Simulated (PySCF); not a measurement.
Computed spin Hamiltonian

Species: C4H3F3NO (doublet state).
Numbering: `[H]/[N:4]=[C:3]/[C:2](=[CH2:1])[O:5][C:6]([F:7])([F:8])[F:9]` (hydrogens: H10, H11 on C1; H12 on N4)

Geometry (GFN2-xTB, Å), atoms numbered from 1 in this order:
```xyz
12
C4H3F3NO angstrom
C     -1.2236    1.5699    0.6650
C     -0.4575    0.5312    0.2073
C     -0.9450   -0.5955   -0.3734
N     -1.3921   -1.7165   -0.4784
O      0.9493    0.7323    0.2264
C      1.7163   -0.2930   -0.0645
F      2.9888    0.0744    0.0136
F      1.5625   -1.3521    0.7489
F      1.5310   -0.7806   -1.3112
H     -2.2919    1.4973    0.6597
H     -0.7464    2.4502    1.0430
H     -1.6901   -2.1184   -1.3624
```

The hyperfine couplings belong to this conformer and change with its torsions.

Level of theory: UKS B3LYP, pcH-1 on C F H N O, non-relativistic, mean-field spin-orbit, GIAO (PySCF). Geometry: GFN2-xTB, one conformer, isolated molecule. A GFN2-xTB geometry isn't a minimum of the functional, and hyperfine couplings can be far from their values at a DFT geometry. The frame is twisted about the C2–C3 bond at this geometry (dihedral C1–C2–C3–N4 = -88°); couplings at other torsion angles weren't computed. No stability test was run, so a lower SCF solution isn't excluded.

* g1, g2, g3: 1.99971, 2.00217, 2.00290
* g_iso: 2.00159
* Form of g: rhombic: the two nearest values differ by 23 % of g3 − g1
* ⟨S²⟩: 0.7707 (exact 0.7500)
* α and β electrons: 35, 34
* HOMO–LUMO gap, α and β orbitals: 3.64, 5.30 eV
* Basis functions: 255

Isotropic coupling and dipolar principal values T1 to T3, in MHz; ρ(0) is the spin density at the nucleus:

| atom | isotope | a_iso | T1 | T2 | T3 | Mulliken spin population | ρ(0) (bohr⁻³) |
| --- | --- | --- | --- | --- | --- | --- | --- |
| C1 | 13C | 52.4 | -50.6 | -49.2 | 99.8 | 0.66 | 0.0466 |
| C2 | 13C | -33.9 | -25.4 | 9.4 | 16.0 | -0.18 | -0.0301 |
| C3 | 13C | 46.3 | -42.3 | -38.9 | 81.2 | 0.44 | 0.0411 |
| N4 | 14N | 22.3 | -9.5 | -7.7 | 17.2 | 0.10 | 0.0690 |
| O5 | 17O | 2.4 | -2.9 | -1.7 | 4.7 | 0.00 | -0.0039 |
| C6 | 13C | -0.4 | -0.7 | -0.3 | 1.0 | 0.00 | -0.0004 |
| F7 | 19F | 0.0 | -2.2 | -0.1 | 2.3 | 0.00 | 0.0000 |
| F8 | 19F | -0.2 | -5.0 | -0.9 | 5.9 | 0.00 | 0.0000 |
| F9 | 19F | 10.6 | -8.1 | -4.7 | 12.8 | 0.00 | 0.0025 |
| H10 | 1H | -38.9 | -21.7 | -1.1 | 22.8 | -0.03 | -0.0087 |
| H11 | 1H | -40.9 | -24.9 | 0.1 | 24.8 | -0.03 | -0.0091 |
| H12 | 1H | 137.3 | -9.1 | -5.3 | 14.3 | 0.04 | 0.0307 |

The largest Mulliken spin populations are on C1 (+0.66), C3 (+0.44), C2 (-0.18) and N4 (+0.10). The positive populations add up to 1.24 and the negative ones to -0.24, together 2S = 1. The angles at C1 add up to 360.0°, so it is planar; its axial dipolar tensor and the negative couplings of its protons fit spin in a p orbital normal to that plane.

The SMILES `[H]/N=[C]/C(=C)OC(F)(F)F` draws the unpaired electron on C3, whose computed spin population is only +0.44.

Axes: g1 points within 2° of the C2–C3 bond.

Under fast tumbling the dipolar parts average out, and these isotropic splittings remain: 1 × 1H (H12, I = 1/2, 2 lines) with 4.90 mT, 1 × 1H (H11, I = 1/2, 2 lines) with 1.46 mT, 1 × 1H (H10, I = 1/2, 2 lines) with 1.39 mT, 1 × 14N (N4, I = 1, 3 lines) with 0.80 mT and 3 × 19F (F7/F8/F9, I = 1/2, 4 lines) with 0.12 mT.

Nuclei that the bonding pattern makes equivalent are averaged, as if the motion that swaps them (rotation, inversion, ring flip) were fast. The three 19F nuclei of mean +3.5 MHz run from -0.2 to 10.6 MHz in the frozen geometry.

The 13C coupling of C1 (52.4 MHz) shows only in satellite lines or after enrichment, since that isotope makes up about 1.07 % of natural carbon.
